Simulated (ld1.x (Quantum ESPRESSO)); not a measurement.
**Configuration tests for S (ultrasoft)**

S (Z = 16), ultrasoft, made with ld1.x (Quantum ESPRESSO) 7.5 (LDA (PZ), scalar-relativistic). Core [He], reference 2s2 2p6 3s1 3p5. Waves: 2s (bound): rcut 0.65, rcutus 0.75 bohr; 3s (bound): rcut 0.65, rcutus 0.75 bohr; 2p (bound): rcut 0.70, rcutus 0.85 bohr; 3p (bound): rcut 0.70, rcutus 0.85 bohr; 3d channel at -0.1 Ry: rcut 0.60, rcutus 0.75 bohr. Local part: all-electron potential smoothed inside 0.55 bohr (lloc = -2). Core correction: none. Augmentation charge: PSQ, radius 0.55 bohr.

Energies are relative to the spin-unpolarised reference configuration 2s2 2p6 3s1 3p5; without spin polarisation the order of configurations can differ from experiment. Spin-polarised rows fill each open shell by Hund’s rule, majority spin first. The frozen-core shift is the all-electron ΔE with the core orbitals held at their reference shape minus the fully relaxed ΔE.

```csv
valence configuration,charge,ΔE all-electron (eV),error AE − PS (meV),frozen-core shift (meV)
2s2 2p6 3s2 3p4,0,-10.240,-7.1,0.0
2s2 2p6 3s2 3p3,+1,1.623,-14,0.0
2s2 2p6 3s2 3p2,+2,23.996,-36,0.0
2s2 2p6 3s0 3p6,0,10.367,-7.7,0.0
2s2 2p6 3s2 3p4.3,-0.3,-11.981,-6.3,0.0
2s2 2p5 3s2 3p4,+1,163.457,+445,+1.3
2s2 2p6 3s1 3p5 (spin-polarised),0,-0.864,+12,0.0
2s2 2p6 3s2 3p4 (spin-polarised),0,-10.946,+16,0.0
```

Question: What are ΔE and the potential's error for 2s2 2p6 3s1 3p4?

Answer: ΔE = 12.421 eV all-electron; the error (AE − PS) is -0.1 meV.

Levels in the configuration 2s2 2p6 3s1 3p5 (spin-polarised):

```json
{"level": "2s up", "all-electron (eV)": "-212.314", "pseudo (eV)": "-212.301"}
{"level": "2p up", "all-electron (eV)": "-158.036", "pseudo (eV)": "-158.064"}
{"level": "3s up", "all-electron (eV)": "-18.782", "pseudo (eV)": "-18.784"}
{"level": "3p up", "all-electron (eV)": "-8.347", "pseudo (eV)": "-8.362"}
{"level": "2s down", "all-electron (eV)": "-211.858", "pseudo (eV)": "-211.837"}
{"level": "2p down", "all-electron (eV)": "-157.532", "pseudo (eV)": "-157.465"}
{"level": "3p down", "all-electron (eV)": "-6.763", "pseudo (eV)": "-6.744"}
```
